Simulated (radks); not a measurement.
The numbers below are computed, except where a source is named.
Question: Tc14+, configuration [Ar] 3d10 4s1 (the NIST ground configuration). Level of theory: non-relativistic Kohn-Sham, TPSS, spin-polarised, spherical densities, point nucleus; open shells are filled with parallel spins first (spin-orbit coupling, left out, can overturn this in heavy ions); meta-GGA in the generalised Kohn-Sham scheme; relativity is left out, which matters for an element this heavy (a radial shooting solver on a logarithmic mesh with Libxc functionals). Some entries of the table are withheld. Estimate them.

orbital,occ.,eigenvalue (hartree),<1/r> (bohr^-1),r(max) (bohr)
1s up,1,-759.2500,42.50,0.02344
1s down,1,-759.2389,42.50,0.02344
2s up,1,-116.1736,9.610,0.1307
2s down,1,-116.1658,9.609,0.1307
2p up,3,-108.0999,9.598,0.1028
2p down,3,-108.0916,9.598,0.1028
3s up,1,-29.14942,3.380,(1)
3s down,1,-29.12931,3.381,(2)
3p up,3,(3),3.292,0.3681
3p down,3,(4),3.294,0.3682
3d up,5,-20.25539,3.130,0.3088
3d down,5,-20.23564,3.133,0.3087
4s up,1,-11.85466,1.477,0.8970
4s down,0,-11.72192,1.479,0.8966

Answer: 
(1) 3s up r(max) (bohr): 0.3811
(2) 3s down r(max) (bohr): 0.3812
(3) 3p up eigenvalue (hartree): -25.99618
(4) 3p down eigenvalue (hartree): -25.97545
